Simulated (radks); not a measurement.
Spin polarisation of the 2p2 shell in the fluorine ion F3+. Start: [He] 2s2 2p(up 1, down 1); electrons of 2p are moved from spin down to spin up, other shells keep equal spins. Method: non-relativistic Kohn-Sham, TPSS, spin-polarised, spherical densities, point nucleus; meta-GGA in the generalised Kohn-Sham scheme; computed with a radial shooting solver on a logarithmic mesh with Libxc functionals.

| moment (Bohr magnetons) | E - E(0) (eV) | e(2p up) (eV) | e(2p down) (eV) | 2s down minus up (eV) | 1s down minus up (eV) |
|---|---|---|---|---|---|
| 0 | 0.000 | -72.754 | -72.754 | 0.000 | 0.000 |
| 0.5 | -0.205 | -73.527 | -71.883 | 1.494 | 0.638 |
| 1 | -0.824 | -74.213 | -70.901 | 3.008 | 1.276 |
| 1.5 | -1.866 | -74.817 | -69.784 | 4.560 | 1.915 |
| 2 | -3.349 | -75.342 | -68.473 | 6.156 | 2.564 |

At moment 2 the spin-polarisation energy is -3.349 eV and the 2p exchange splitting 6.869 eV, that is 3.435 eV per Bohr magneton; E = -I m^2/4 would give I = 3.349 eV.
